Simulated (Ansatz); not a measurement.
CH₉NOSi₂ (`CO[SiH2]N[SiH3]`), relaxed with RKS PBE-D4/def2-SVP in the Gaussian-basis code of Ansatz from a rough embedded geometry. The force threshold is 0.03 eV/Å; the program also tests the step.

Total charge 0; spin multiplicity 1.

Start:

```xyz
14

C     0.305    2.129    1.203
O    -0.307    1.101    0.504
Si    0.295   -0.443    0.670
N    -0.766   -1.441   -0.151
Si   -0.348   -1.537   -1.777
H    -0.242    3.109    0.966
H     0.252    2.011    2.267
H     1.343    2.211    0.858
H     0.205   -0.830    2.064
H     1.676   -0.523    0.207
H    -1.678   -1.114   -0.059
H    -0.424   -0.149   -2.407
H    -1.345   -2.403   -2.404
H     1.034   -2.120   -1.943
```

Q: How much energy does the relaxation release, and in how many steps? (Estimate.)

A: Ansatz gave: 0.82 eV, in 16 steps, 1 of them rejected.

Q: Which bonds change most? (An estimate is asked.)

A: Ansatz gave: N4–Si5 from 1.682 to 1.757 Å; Si3–N4 from 1.672 to 1.736 Å; Si3–H9 from 1.449 to 1.508 Å; N4–H11 from 0.973 to 1.026 Å.

Q: Give the relaxed structure. (Estimate.)

A: Ansatz gave: 
```xyz
14

C     0.508    2.289    1.393
O    -0.063    1.321    0.538
Si    0.177   -0.333    0.729
N    -0.821   -1.209   -0.390
Si   -0.445   -1.665   -2.045
H     0.095    3.286    1.132
H     0.277    2.098    2.469
H     1.617    2.344    1.290
H    -0.205   -0.710    2.139
H     1.611   -0.689    0.444
H    -1.802   -1.316   -0.108
H    -1.171   -0.830   -3.071
H    -0.815   -3.104   -2.301
H     1.036   -1.482   -2.218
```
